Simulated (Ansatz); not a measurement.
`C[Si](C)(F)[SeH]` and `CO[Si](C)(F)[SeH]` differ in one atom or group.

Ansatz, PBE0-D4/def2-TZVP geometries, multiplicity 1. Each molecule was computed in one conformer, which needn't be the lowest.

Scalar relativity is left out up to krypton.

| property | `C[Si](C)(F)[SeH]` |
| --- | --- |
| HOMO energy (ωB97M-V/def2-TZVPP) / eV | -9.13 |
| LUMO energy (PBE0/def2-TZVPP) / eV | 0.04 |
| HOMO–LUMO gap (B3LYP/def2-TZVPP) / eV | 6.49 |
| size of the dipole moment (B3LYP/def2-TZVPP) / D | 2.54 |
| HOMO–LUMO gap (PBE/def2-TZVPP) / eV | 4.96 |
| size of the dipole moment (ωB97M-V/def2-TZVPP) / D | 2.57 |

Give the same properties after the change, and the shifts. (Estimate.)

Ansatz gave: 
| property | `CO[Si](C)(F)[SeH]` | shift |
| --- | --- | --- |
| HOMO energy (ωB97M-V/def2-TZVPP) / eV | -9.41 | -0.28 |
| LUMO energy (PBE0/def2-TZVPP) / eV | -0.01 | -0.05 |
| HOMO–LUMO gap (B3LYP/def2-TZVPP) / eV | 6.69 | 0.20 |
| size of the dipole moment (B3LYP/def2-TZVPP) / D | 2.82 | 0.28 |
| HOMO–LUMO gap (PBE/def2-TZVPP) / eV | 5.16 | 0.20 |
| size of the dipole moment (ωB97M-V/def2-TZVPP) / D | 2.83 | 0.26 |

With PBE0 the HOMO falls by 0.27 eV and the LUMO falls by 0.05 eV, so the gap widens by about 0.22 eV. PBE moves the HOMO by -0.26 eV and ωB97M-V by -0.28 eV. Dipoles are sizes alone; their direction can turn.

B3LYP here is the variant with VWN-RPA as its local correlation; programs differ in this.

Spin–orbit coupling is left out; it splits and shifts lone-pair levels of the heavy atoms by tenths of an eV.
